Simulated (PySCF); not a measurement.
## Neon: a sound run and one with changed settings

Sound run: Ne⁺ [He] 2s2 2p5, Ne²⁺ [He] 2s2 2p4. All numbers are calculated (PySCF 2.14, the non-relativistic Hamiltonian (point nucleus), in def2-TZVP (5s3p2d1f, 31 functions)). In the sound run the correlated levels freeze 1s2. The sound run starts from symmetry-adapted Hartree-Fock orbitals and uses a fine grid where one is needed.

A second run was set up differently.

| species | method | sound run (hartree) | changed run (hartree) | converged |
| --- | --- | --- | --- | --- |
| Ne⁺ | UHF | -127.81851 | -127.81851 | yes |
| Ne⁺ | M06-L | -128.17311 | -128.17311 | yes |
| Ne⁺ | r2SCAN | -128.13829 | -128.13829 | yes |
| Ne⁺ | MP2 | -128.01175 | -128.00758 | yes |
| Ne⁺ | CCSD(T) | -128.02629 | -128.02629 | yes |
| Ne²⁺ | UHF | -126.37482 | -126.37482 | yes |
| Ne²⁺ | M06-L | -126.67099 | -126.67099 | yes |
| Ne²⁺ | r2SCAN | -126.62654 | -126.62654 | yes |
| Ne²⁺ | MP2 | -126.51509 | -126.51227 | yes |
| Ne²⁺ | CCSD(T) | -126.53117 | -126.53117 | yes |

Ionisation energy of Ne⁺:

```json
{"method": "UHF", "sound run (eV)": "39.285", "changed run (eV)": "39.285"}
{"method": "M06-L", "sound run (eV)": "40.875", "changed run (eV)": "40.875"}
{"method": "r2SCAN", "sound run (eV)": "41.137", "changed run (eV)": "41.137"}
{"method": "MP2", "sound run (eV)": "40.726", "changed run (eV)": "40.690"}
{"method": "SCS-MP2", "sound run (eV)": "40.713", "changed run (eV)": "40.678"}
{"method": "CCSD", "sound run (eV)": "40.661", "changed run (eV)": "40.661"}
{"method": "CCSD(T)", "sound run (eV)": "40.684", "changed run (eV)": "40.684"}
```

Task: What was changed?
A. minimal basis
B. level shift left on
C. angular grid far too coarse
D. basis contracted for another Hamiltonian

Result: B. It used initial guess sap, at most 50 SCF cycles, level shift 0.1 hartree. A level shift leaves the converged SCF energy unchanged but raises the virtual orbital energies, which shrinks MP2 if it is not removed.
